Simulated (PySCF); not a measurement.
These are PBE-D3(BJ)/def2-TZVP // B3LYP-D3(BJ)/def2-TZVP (PySCF) values and carry that method's errors. All species are isolated molecules in the gas phase. 

Reference species (SMILES): `[Cl][InH][Cl]` (neutral, multiplicity 1).

```json
{
  "dipole_moment": "2.48 D"
}
```

Changed species: `[InH3]` (whole molecule; the reference has whole molecule).

Task: What does the change do to the dipole moment?

Result: the dipole moment falls by 2.48 D, to 0.00 D.
